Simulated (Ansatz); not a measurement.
Consider the ligand exchange at the Si–C bond: `CC[Si](F)(F)F` + `O[SiH](O)O` → `O[SiH](O)O[Si](F)(F)F` + `CC`.

Program: Ansatz. Geometries: PBE0-D4/def2-TZVP. ΔE: electronic, gas phase. CBS: MP2 limit from def2 TZ/QZ plus the TZ coupled-cluster correction, frozen cores. This one scheme is used for every species. Functionals use def2-TZVPP. B3LYP here is the variant with VWN-RPA as its local correlation; programs differ in this. HSE06 is defined as in plane-wave codes. Each species was taken in one conformer, which may not be the lowest.

```json
{"level": "LDA (SPW92)", "ΔE (kcal/mol)": "-25.8", "difference from CCSD(T)/CBS": "4.4"}
{"level": "PBE-D4", "ΔE (kcal/mol)": "-26.0", "difference from CCSD(T)/CBS": "4.2"}
{"level": "revPBE-D4", "ΔE (kcal/mol)": "-26.1", "difference from CCSD(T)/CBS": "4.1"}
{"level": "BLYP-D4", "ΔE (kcal/mol)": "-29.1", "difference from CCSD(T)/CBS": "1.1"}
{"level": "r2SCAN-D4", "ΔE (kcal/mol)": "-29.8", "difference from CCSD(T)/CBS": "0.4"}
{"level": "B97M-V", "ΔE (kcal/mol)": "-31.0", "difference from CCSD(T)/CBS": "-0.8"}
{"level": "PBE0-D4", "ΔE (kcal/mol)": "-28.1", "difference from CCSD(T)/CBS": "2.1"}
{"level": "B3LYP-D4", "ΔE (kcal/mol)": "-30.6", "difference from CCSD(T)/CBS": "-0.4"}
{"level": "r2SCAN0-D4", "ΔE (kcal/mol)": "-30.7", "difference from CCSD(T)/CBS": "-0.5"}
{"level": "HSE06-D4", "ΔE (kcal/mol)": "-28.1", "difference from CCSD(T)/CBS": "2.1"}
{"level": "BHLYP-D4", "ΔE (kcal/mol)": "-33.2", "difference from CCSD(T)/CBS": "-3.0"}
{"level": "CAM-B3LYP-D4", "ΔE (kcal/mol)": "-31.1", "difference from CCSD(T)/CBS": "-0.9"}
{"level": "ωB97X-V", "ΔE (kcal/mol)": "-29.1", "difference from CCSD(T)/CBS": "1.1"}
{"level": "ωB97M-V", "ΔE (kcal/mol)": "-29.0", "difference from CCSD(T)/CBS": "1.2"}
{"level": "B2PLYP", "ΔE (kcal/mol)": "-30.6", "difference from CCSD(T)/CBS": "-0.4"}
{"level": "PBE-QIDH", "ΔE (kcal/mol)": "-29.7", "difference from CCSD(T)/CBS": "0.5"}
{"level": "PBE", "ΔE (kcal/mol)": "-25.8", "difference from CCSD(T)/CBS": "4.4"}
{"level": "revPBE", "ΔE (kcal/mol)": "-25.8", "difference from CCSD(T)/CBS": "4.4"}
{"level": "BLYP", "ΔE (kcal/mol)": "-28.7", "difference from CCSD(T)/CBS": "1.5"}
{"level": "r2SCAN", "ΔE (kcal/mol)": "-29.7", "difference from CCSD(T)/CBS": "0.5"}
{"level": "PBE0", "ΔE (kcal/mol)": "-27.8", "difference from CCSD(T)/CBS": "2.4"}
{"level": "B3LYP", "ΔE (kcal/mol)": "-30.2", "difference from CCSD(T)/CBS": "0.0"}
{"level": "r2SCANh", "ΔE (kcal/mol)": "-30.0", "difference from CCSD(T)/CBS": "0.2"}
{"level": "r2SCAN0", "ΔE (kcal/mol)": "-30.5", "difference from CCSD(T)/CBS": "-0.3"}
{"level": "HSE06", "ΔE (kcal/mol)": "-27.8", "difference from CCSD(T)/CBS": "2.4"}
{"level": "BHLYP", "ΔE (kcal/mol)": "-32.6", "difference from CCSD(T)/CBS": "-2.4"}
{"level": "CAM-B3LYP", "ΔE (kcal/mol)": "-30.7", "difference from CCSD(T)/CBS": "-0.5"}
{"level": "LC-ωPBE", "ΔE (kcal/mol)": "-28.0", "difference from CCSD(T)/CBS": "2.2"}
{"level": "RPA@PBE/def2-TZVPP", "ΔE (kcal/mol)": "-30.0", "difference from CCSD(T)/CBS": "0.2"}
{"level": "HF/def2-SVP", "ΔE (kcal/mol)": "-33.6", "difference from CCSD(T)/CBS": "-3.4"}
{"level": "CCSD(T)/def2-SVP", "ΔE (kcal/mol)": "-29.9", "difference from CCSD(T)/CBS": "0.3"}
{"level": "HF/def2-TZVPP", "ΔE (kcal/mol)": "-36.1", "difference from CCSD(T)/CBS": "-5.9"}
{"level": "MP2/def2-TZVPP", "ΔE (kcal/mol)": "-30.2", "difference from CCSD(T)/CBS": "0.0"}
{"level": "SCS-MP2/def2-TZVPP", "ΔE (kcal/mol)": "-31.2", "difference from CCSD(T)/CBS": "-1.0"}
{"level": "CCSD/def2-TZVPP", "ΔE (kcal/mol)": "-31.2", "difference from CCSD(T)/CBS": "-1.0"}
{"level": "HF/def2-QZVPP", "ΔE (kcal/mol)": "-36.9", "difference from CCSD(T)/CBS": "-6.7"}
{"level": "MP2/def2-QZVPP", "ΔE (kcal/mol)": "-30.4", "difference from CCSD(T)/CBS": "-0.2"}
{"level": "SCS-MP2/def2-QZVPP", "ΔE (kcal/mol)": "-31.4", "difference from CCSD(T)/CBS": "-1.2"}
{"level": "MP2/CBS(def2)", "ΔE (kcal/mol)": "-30.1", "difference from CCSD(T)/CBS": "0.1"}
{"level": "CCSD/CBS(def2)", "ΔE (kcal/mol)": "-31.0", "difference from CCSD(T)/CBS": "-0.8"}
{"level": "CCSD(T)/CBS", "ΔE (kcal/mol)": "-30.2", "difference from CCSD(T)/CBS": "0"}
```

Q: What do rigid-rotor, harmonic-oscillator terms from PBE0-D4/def2-TZVP frequencies (298.15 K, 1 bar) make of the CCSD(T)/CBS value? (An estimate is asked.)

A: Computed: ΔZPE = +0.4 kcal/mol, ΔH = -29.6 kcal/mol, ΔS = -4 J/(mol·K), ΔG = -29.3 kcal/mol. Modes under 50 cm⁻¹ make the entropy rough.

Largest T1 diagnostic among the species: 0.012.

In def2-TZVPP, CCSD(T) changes the Hartree–Fock value by +5.8 kcal/mol (the triples alone add +0.8 kcal/mol) and MP2 by +5.9 kcal/mol. From r2SCAN to r2SCAN0 (25 % exact exchange), in def2-TZVPP and without D4, ΔE moves by −0.9 kcal/mol.
